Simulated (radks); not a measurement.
The gadolinium ion Gd2+ inside a hard spherical wall (all orbitals vanish at R), configuration held at [Xe] 4f7 5d1 and not refilled when levels cross. Method: scalar-relativistic Kohn-Sham, PBE, spin-polarised, spherical densities, point nucleus; open shells are filled with parallel spins first (spin-orbit coupling, left out, can overturn this in heavy ions); computed with a radial shooting solver on a logarithmic mesh with Libxc functionals. Eigenvalues in eV for spin up, with the zero of energy where the potential of the charges vanishes at infinity; a dash marks a level that is unbound or too diffuse for the functional's potential to be trusted. A positive occupied level is held by the wall or, in an anion where self-interaction has pushed it up, behind a barrier. The pressure on the wall is -dE/dV.

R (bohr)	E (hartree)	kinetic (hartree)	e(5s)	e(5p)	e(4f)	e(5d)	e(6s, empty)	e(6p, empty)	pressure (GPa)
free	-11270.7985	12103.658	-64.760	-41.990	-24.300	-15.772	-15.397	-11.016	0
20	-11270.7985	12103.658	-64.760	-41.990	-24.300	-15.772	-15.397	-11.016	< 0.0001
15	-11270.7985	12103.658	-64.760	-41.990	-24.300	-15.772	-15.397	-11.016	< 0.0001
12	-11270.7985	12103.658	-64.760	-41.990	-24.300	-15.772	-15.397	-11.015	< 0.0001
7	-11270.7978	12103.665	-64.720	-41.952	-24.258	-15.723	-15.235	-10.448	0.0554
5	-11270.7814	12103.775	-64.303	-41.565	-23.806	-15.041	-13.056	-6.250	2.58
4	-11270.7023	12104.276	-63.233	-40.526	-22.555	-12.988	-6.908	3.068	26.5
2.5	-11268.2062	12117.332	-49.536	-24.674	-6.501	11.958	58.768	82.875	2420
2	-11261.2683	12146.601	-24.143	6.001	17.455	53.689	159.41	194.13	15200
1.5	-11229.7008	12260.439	71.373	117.22	81.997	187.88	456.19	507.62	136000
